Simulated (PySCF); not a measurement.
# Reading the logs of faulty runs: BFH4NSi

These are calculations, not measurements. They come from PySCF 2.14.0, an open-source quantum chemistry program, on an isolated molecule that a program drew, which may never have been made. The molecule is BFH4NSi (charge 0, doublet), drawn as the SMILES string `NB[SiH]F`.

Each row is a Hartree-Fock (HF) and frozen-core CCSD(T) single point in the cc-pV(D+d)Z basis, meant for a local HF minimum. Run 1 is clean. Each other run has one planted mistake out of seven kinds, and not every kind appears here: one electron removed, one electron added, multiplicity raised by two, geometry at a saddle point, minimal basis STO-3G, one bond length entered in bohr, all coordinates scaled. The reference is restricted for singlets and unrestricted otherwise, and also for a bond in bohr. Adding or removing an electron swaps singlet and doublet. Electrons count all cores. HOMO and LUMO are orbital energies over both spins, the gradient is its largest component, and the lowest frequency (negative if imaginary) is given only where the gradient is small. Bond lengths are over the 7 bonds as drawn. T1 is the CCSD diagnostic: over 0.02 (restricted) or 0.045 (unrestricted) a single reference is doubtful.

Geometry of the clean run:
```xyz
8
BFH4NSi, angstrom
N    -0.5562    0.6102   -3.4317
B     0.0097   -0.5407   -3.9572
Si    0.8848   -1.8744   -2.7079
F     0.5452   -1.4602   -1.1604
H    -0.5985    0.7994   -2.4507
H    -0.9742    1.3209   -3.9968
H     0.0155   -0.7050   -5.1476
H     0.4817   -3.2926   -2.8657
```

| run | electrons | basis functions | <S^2> | HOMO (eV) | LUMO (eV) | gradient (hartree/bohr) | lowest frequency (cm^-1) | mean bond (Å) | longest bond (Å) | T1 | HF (hartree) | CCSD(T) (hartree) | mistake |
|---|---|---|---|---|---|---|---|---|---|---|---|---|---|
| 1 | 39 | 85 | 0.761 | -8.64 | 1.47 | 8.8e-06 | 101 | 1.3905 | 2.026 | 0.0169 | -469.90076 | -470.47283 | no fault |
| 2 | 39 | 28 | 0.755 | -5.54 | 6.23 | 3.3e-02 | - | 1.3905 | 2.026 | 0.0197 | -464.08220 | -464.25862 | minimal basis STO-3G |
| 3 | 38 | 85 | 0.000 | -17.29 | -6.88 | 6.5e-02 | - | 1.3905 | 2.026 | 0.0210 | -469.61506 | -470.19104 | one electron removed |
| 4 | 39 | 85 | 0.771 | -7.36 | 1.68 | 1.5e-05 | -565 | 1.3794 | 1.974 | 0.0169 | -469.88736 | -470.46378 | geometry at a saddle point |
| 5 | 39 | 85 | 1.503 | -8.72 | 1.38 | 2.9e-02 | - | 1.5176 | 2.026 | 0.0581 | -469.75093 | -470.32562 | ? |
| 6 | 40 | 85 | 0.000 | -0.21 | 8.88 | 4.7e-02 | - | 1.3905 | 2.026 | 0.0171 | -469.87335 | -470.47477 | ? |

**Which mistake was planted in run 5, and what did it cost?**

The mean bond changes by a factor of 1.091 and the longest by 1.000, so the molecule wasn't scaled as a whole. A length L in bohr read as angstrom grows by (1/0.5292 - 1) L = 0.890 L. The 7 bonds together grew by 7 x 0.1271 = 0.890 Å, which gives L = 1.000 Å. That is the length of one of the H-N bonds, 1.000 Å in the clean geometry. So the mistake is: one bond length entered in bohr. Subtracting run 1 and multiplying by 627.51 kcal/mol a hartree, the energy moved by 94.0 kcal/mol in HF and 92.4 kcal/mol in CCSD(T).

**Which mistake was planted in run 6, and what did it cost?**

It counts 40 electrons, one more than the clean run, at the same geometry and basis. So the mistake is: one electron added. Subtracting run 1 and multiplying by 627.51 kcal/mol a hartree, the energy moved by 17.2 kcal/mol in HF and -1.2 kcal/mol in CCSD(T).

Cautions from the logs. Run 3: T1 is over the limit, so its CCSD(T) energy is less reliable; run 5: T1 is over the limit, so its CCSD(T) energy is less reliable.
